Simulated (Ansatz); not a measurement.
```yaml
crystal:
  periodic: [false, false, false]
  atoms:
    - {symbol: C, position_ang: [1.023862, -1.118397, -2.501794]}
    - {symbol: C, position_ang: [0.110220, -0.040909, -1.922162]}
    - {symbol: Si, position_ang: [-0.488002, -0.384834, -0.185688]}
    - {symbol: F, position_ang: [-1.367068, -1.740338, -0.237586]}
    - {symbol: C, position_ang: [-1.607272, 0.982923, 0.420896]}
    - {symbol: C, position_ang: [-2.157919, 0.772130, 1.829531]}
    - {symbol: C, position_ang: [0.926021, -0.710212, 0.992315]}
    - {symbol: C, position_ang: [1.872020, 0.477403, 1.158921]}
    - {symbol: H, position_ang: [0.530855, -2.093495, -2.511304]}
    - {symbol: H, position_ang: [1.940959, -1.223615, -1.916085]}
    - {symbol: H, position_ang: [1.318826, -0.888747, -3.528780]}
    - {symbol: H, position_ang: [-0.773679, 0.089080, -2.557546]}
    - {symbol: H, position_ang: [0.618129, 0.931200, -1.922464]}
    - {symbol: H, position_ang: [-2.429875, 1.081268, -0.297187]}
    - {symbol: H, position_ang: [-1.053389, 1.927987, 0.364757]}
    - {symbol: H, position_ang: [-2.832354, 1.579786, 2.124934]}
    - {symbol: H, position_ang: [-2.715338, -0.164984, 1.901389]}
    - {symbol: H, position_ang: [-1.355799, 0.730863, 2.571291]}
    - {symbol: H, position_ang: [0.505201, -1.001258, 1.961075]}
    - {symbol: H, position_ang: [1.475331, -1.587783, 0.633931]}
    - {symbol: H, position_ang: [1.350102, 1.357084, 1.545744]}
    - {symbol: H, position_ang: [2.685313, 0.252592, 1.853267]}
    - {symbol: H, position_ang: [2.328657, 0.765156, 0.207844]}
basis:
  gaussian: {orbitals: def2-TZVPP}
hamiltonian: {xc: {name: M06-2X}}
output: {forces: true}
```

```sh
$ ansatz run in.yaml --threads 5 --pin off --events-out ev --progress --plain --max-ram 66560MiB --backend cuda --devices 0, --max-vram 37GiB
```

Output, abridged:

```
Error: YAML parse error: error: line 29 column 19: hamiltonian.xc: no functional is named "M06-2X"; the names, which are not case-sensitive, are SVWN5, SPW92, PBE, PBE0, PBEsol, revPBE, revPBE0, RPBE, rPW86-PBE, HSE06, wPBEh, LC-wPBE, HISS, HF, BLYP, B3LYP, B3LYP5, BHLYP, CAM-B3LYP, r2SCAN, r2SCANh, r2SCAN0, r2SCAN50, m-r2SCAN, B97, wB97, wB97X, wB97X-V, B97M-V, wB97M-V, B2PLYP, B2GP-PLYP, PBE0-DH, PBE-QIDH
27 | basis:
28 |   gaussian: {orbitals: def2-TZVPP}
29 | hamiltonian: {xc: {name: M06-2X}}
30 | output: {forces: true}
```

Question: What is wrong with this run?

Answer: The method's name isn't one that the program takes here. The input was rejected before any iteration.

HSE06 is defined as in plane-wave codes.
